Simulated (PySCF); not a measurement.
## Which determinant of CdBr lies lowest?

Unrestricted PBE0; PySCF, scalar-relativistic core potentials, basis sets Cd cc-pVDZ-PP with ECP28, Br cc-pVDZ-PP with ECP10. Outer shells of the fragments: Cd 4d10 5s2; Br 3d10 4s2 4p5.

Followed along the bond (rough minima from three points):

```tsv
2Ms+1	unpaired	⟨S²⟩ at the start	R at minimum (Å)	Te (eV)
2	σ ↑	0.75	2.51	0.00
4	σ ↑, π ↑↑	3.75	none in the scan	≤ 5.23
```

Solutions found at the starting distance of 2.515 Å, counted from the lowest of them; the search is not exhaustive and high or unbound solutions are not listed, so other states can lie among these:

| 2Ms+1 | unpaired | term | E (eV) | ⟨S²⟩ | ⟨Lz²⟩ | μ (D) |
| --- | --- | --- | --- | --- | --- | --- |
| 2 | σ ↑ | ²Σ⁺ | 0.00 | 0.75 | 0.00 | -3.23 |
| 2 | π ↑ | ²Π | 2.82 | 0.75 | 1.00 | 3.11 |
| 2 | π ↑ | ²Π | 3.80 | 0.78 | 1.00 | -3.31 |
| 4 | σ ↑, π ↑↑ | mixed | 5.49 | 3.75 | 2.01 | 3.36 |
| 4 | σ ↑, π ↑↑ | mixed | 5.62 | 3.75 | 2.01 | 3.39 |
| 4 | σ ↑↑, π ↑ | ⁴Π | 6.47 | 3.75 | 1.00 | 2.15 |

A term symbol is given only where ⟨S²⟩ and ⟨Lz²⟩ are close to those of a pure state; real π, δ and φ orbitals otherwise mix terms. A positive dipole means Cd(−)Br(+).

Spin–orbit coupling is left out. Counting both spins, an empty level lies below a filled one in some of these solutions, because spin and occupation are held.
